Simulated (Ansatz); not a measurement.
Geometry optimisation, RKS PBE0-D4/6-31G* (Ansatz).

Input:

```yaml
crystal:
  periodic: [false, false, false]
  atoms:
    - { symbol: B, position_ang: [0.0, 0.0, 0.0] }
    - { symbol: Cl, position_ang: [0.0, 0.0, 1.86] }
    - { symbol: "N", position_ang: [1.3423, 0.0, -0.775] }
    - { symbol: H, position_ang: [1.8089, -0.9179, -1.0268] }
    - { symbol: H, position_ang: [1.7937, 0.9179, -1.0532] }
    - { symbol: "N", position_ang: [-1.3423, 0.0, -0.775] }
    - { symbol: H, position_ang: [-2.0112, -0.8164, -0.6764] }
    - { symbol: H, position_ang: [-1.5914, 0.8164, -1.4036] }
basis:
  gaussian: { orbitals: "6-31G*" }
hamiltonian:
  xc: pbe0
  dispersion: d4
relax:
  f_tol: 0.02
  max_steps: 40
```

Run as:

```bash
$ ansatz run input.yaml --threads 1 --pin off --max-ram 2048MiB --backend cpu --events-out ev --progress --plain --runs-dir out
```

Q: Where does it end, and by what steps?

A: The forces met the threshold. After 13 steps the energy has fallen by 2.487 eV; H4 moved furthest, 1.27 Å.

```tsv
step	energy less start (eV)	largest force component (eV/Å)	accepted
0	0.0000	2.437	yes
1	-0.9623	1.440	yes
2	-1.4604	0.946	yes
3	-1.7923	1.054	yes
4	-1.9780	1.316	yes
5	-2.1280	0.609	yes
6	-2.2516	0.707	yes
7	-2.3665	0.514	yes
8	-2.4464	0.380	yes
9	-2.4696	0.264	yes
10	-2.4860	0.099	yes
11	-2.4865	0.059	yes
12	-2.4864	0.077	no
13	-2.4866	0.012	yes
```

```xyz
8
Properties=species:S:1:pos:R:3
B -0.004 0.031 -0.096
Cl -0.023 0.171 1.696
N 1.243 0.110 -0.742
H 1.360 0.039 -1.740
H 2.100 0.241 -0.232
N -1.238 -0.150 -0.748
H -2.106 -0.202 -0.241
H -1.333 -0.239 -1.747
```

Whether the end is a true minimum wasn't checked by a vibrational analysis.

Time of the run: 43 s on 1 thread of Arm Neoverse V2 (shared host), peak memory 0.14 GiB.
